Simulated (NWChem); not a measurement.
System meant: AlAsH3F; SMILES [F][AlH][AsH2]

Input file for NWChem:

```
start job
memory heap 200 mb stack 900 mb global 1100 mb
geometry units angstroms noautoz
  Al    -0.468543    -1.275981     0.021639
  As     0.270681     1.008118     0.328463
  H      0.056627     1.278486    -1.158943
  H      1.719323     0.575850     0.124911
  F      0.349487    -2.469128     0.855159
  H     -1.710503    -1.747812    -0.838451
end
basis spherical
  * library def2-svp
end
dft
  xc xpbe96 cpbe96
  iterations 4
  mulliken
end
task dft energy
```

End of the output:

```
    Atom       Charge   Shell Charges
 -----------   ------   -------------------------------------------------------
    1 Al  13    12.62   2.00  1.94  0.65  0.32  5.80  0.91  0.65  0.36
    2 As  33    33.01   2.00  2.00  1.95  1.02  0.54  5.99  5.80  1.66  1.93  7.80  2.04  0.27
    3 H    1     1.02   0.60  0.38  0.04
    4 H    1     1.02   0.60  0.37  0.04
    5 F    9     9.20   1.98  1.01  0.77  3.20  2.24  0.00
    6 H    1     1.14   0.63  0.50  0.01

 center of mass
 --------------
 x =   0.04440938 y =  -0.08894430 z =  -0.03630538

 moments of inertia (a.u.)
 ------------------
         879.753592873011          -0.000000000000           0.000000000000
          -0.000000000000          92.683615816977          -0.000000000000
           0.000000000000          -0.000000000000         956.962886549117

     Multipole analysis of the density
     ---------------------------------

     L   x y z        total         alpha         beta         nuclear
     -   - - -        -----         -----         ----         -------
     0   0 0 0     -0.000000    -29.000000    -29.000000     58.000000

     1   1 0 0     -0.281925     -0.140963     -0.140963      0.000000
     1   0 1 0     -0.399806     -0.199903     -0.199903      0.000000
     1   0 0 1      0.120890      0.060445      0.060445      0.000000

     2   2 0 0    -28.932398    -40.730254    -40.730254     52.528111
     2   1 1 0     -0.684693      2.447628      2.447628     -5.579949
     2   1 0 1      0.141990     -0.235197     -0.235197      0.612384
     2   0 2 0    -32.202900   -223.515992   -223.515992    414.829084
     2   0 1 1     -0.572035      2.068979      2.068979     -4.709993
     2   0 0 2    -25.661182    -16.571811    -16.571811      7.482441

 ------------------------------------------------------------------------
 dft energy failed                                                                                  0
 ------------------------------------------------------------------------
 ------------------------------------------------------------------------
  current input line :
    19: task dft energy
 ------------------------------------------------------------------------
 ------------------------------------------------------------------------
 This type of error is most commonly associated with calculations not reaching convergence criteria
 ------------------------------------------------------------------------
 For more information see the NWChem manual at https://nwchemgit.github.io

0:dft energy failed:Received an Error in Communication
```

### Question
Can this run be used? If not, why, and what is the fix?

### Answer
Convergence was not reached. Cause: the SCF was allowed too few iterations. This input runs:
```
start job
memory heap 200 mb stack 900 mb global 1100 mb
geometry units angstroms noautoz
  Al    -0.468543    -1.275981     0.021639
  As     0.270681     1.008118     0.328463
  H      0.056627     1.278486    -1.158943
  H      1.719323     0.575850     0.124911
  F      0.349487    -2.469128     0.855159
  H     -1.710503    -1.747812    -0.838451
end
basis spherical
  * library def2-svp
end
dft
  xc xpbe96 cpbe96
  iterations 150
  mulliken
end
task dft energy
```
It converges to -2579.01676 Ha (PBE/def2-SVP).
